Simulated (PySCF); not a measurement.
C3H9NSi2, SMILES N#C[C@@H]([SiH3])C[SiH3].

Geometry optimised at PBE0-D3(BJ)/def2-SVP. The structure was generated by enumeration; whether it is a known compound was not checked. One conformer was computed; it need not be the lowest.

All values below come from PBE/def2-TZVP (PySCF).

Isolated molecule, no solvent.

### Question
Estimate the frontier levels, gap, dipole moment and polarisability. (An estimate is asked for; the answer gives what the named calculation found.)

### Answer

```json
{
  "highest_occupied_level": "-7.18 eV",
  "lowest_empty_level": "-1.08 eV",
  "orbital_gap": "6.10 eV",
  "dipole_moment": "3.91 D",
  "quadrupole, principal values (traceless, Buckingham form, about the centre of nuclear charge)": "-11.69, 4.62, 7.07 D·Å",
  "mean_static_polarisability": "96.2 bohr³ (14.26 Å³)",
  "polarisability_principal_values": "78.0, 100.3, 110.3 bohr³"
}
```
